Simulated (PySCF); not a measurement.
## Calculated NMR parameters of C[Si@@H](P)C#CC1CC1

```yaml
Formula: C6H11PSi
SMILES: C[Si@@H](P)C#CC1CC1
Point_group_of_the_computed_structure: C1
Carbon_signals: 6
Proton_signals: 8
```

Bonds (- single, = double, # triple, : aromatic): C1-Si2, Si2-P3, Si2-C4, C4#C5, C5-C6, C6-C7, C7-C8, C8-C6. C1 carries H9, H10, H11; Si2 carries H12; P3 carries H13, H14; C6 carries H15; C7 carries H16, H17; C8 carries H18, H19. Stereochemistry as in C[Si@@H](P)C#CC1CC1. H16, H18 are cis to C5 on the ring; H17, H19 are trans to C5 on the ring.

Calculated, not measured (PySCF): σ from GIAO-PBE0/pcSseg-1, GFN2-xTB geometry. Rapidly exchanging positions averaged, single conformer, gas phase, non-relativistic Hamiltonian.

References, each an isolated molecule treated in the same way: TMS for 1H (σref 31.72) and 13C (σref 186.93) and 29Si (σref 349.16); 31P (σref 318.38) against H3PO4.

| carbon | δC, type | δH (multiplicity) | HMBC from (2–3 bonds) | span of the C tensor (ppm) |
| --- | --- | --- | --- | --- |
| C1 | -0.9, CH3 | 0.33 (m) | H12, H13/H14 | 16 |
| C4 | 82.7, C | – | H12, H15, H13/H14, H9/H10/H11 | 260 |
| C5 | 123.5, C | – | H12, H15, H19, H17, H18, H16 | 288 |
| C6 | 3.3, CH | 1.35 (m) | H19, H17, H18, H16 | 76 |
| C7 | 11.9, CH2 | H16 0.69 (m); H17 0.78 (m) | H15, H19, H18 | 64 |
| C8 | 11.8, CH2 | H18 0.69 (m); H19 0.79 (m) | H15, H17, H16 | 64 |

Other nuclei:
```csv
atoms,nucleus,environment,δ (ppm),σ (ppm)
H12,1H,"hydrogen on a silicon bonded to 2 C, P",4.66,27.06
H13/H14,1H,hydrogen on a phosphorus bonded to Si,1.28,30.44
P3,31P,"phosphorus bonded to Si, 2 H",-273.3,591.6
Si2,29Si,"silicon bonded to 2 C, P, H",-46.1,395.2
```

δC 123.5, 82.7: alkyne carbon. δC 11.9, 11.8, 3.3: three-membered-ring carbon; carbons of three-membered rings are unusually shielded. δC -0.9: methyl carbon bonded to Si; an electropositive neighbour leaves it electron-rich and shielded. δH 1.35, 0.79, 0.78, 0.69, 0.69: hydrogen on a three-membered-ring carbon; cyclopropane-type protons are shielded by the ring. δH 0.33: hydrogen on a methyl carbon bonded to Si; an electropositive neighbour shields it, as in TMS itself.

Splittings by 31P in the carbon and heteronuclear signals aren't shown, as no couplings were computed. Shifts are as computed. Against solution values, carbons near 30 ppm lie about +3 ppm off and those near 130 ppm about +5 ppm. Of 1211 compounds with measured shifts, 218 miss one by over three times the rms of a fit or turn the order of signals round; such compounds aren't used in these exercises. Experimental scales use liquid or dissolved standards, which lie at an offset from isolated H3PO4. Multiplicities follow the n + 1 count of equivalent neighbours, as no J values were calculated; m marks all less simple cases, F and P coupling included.
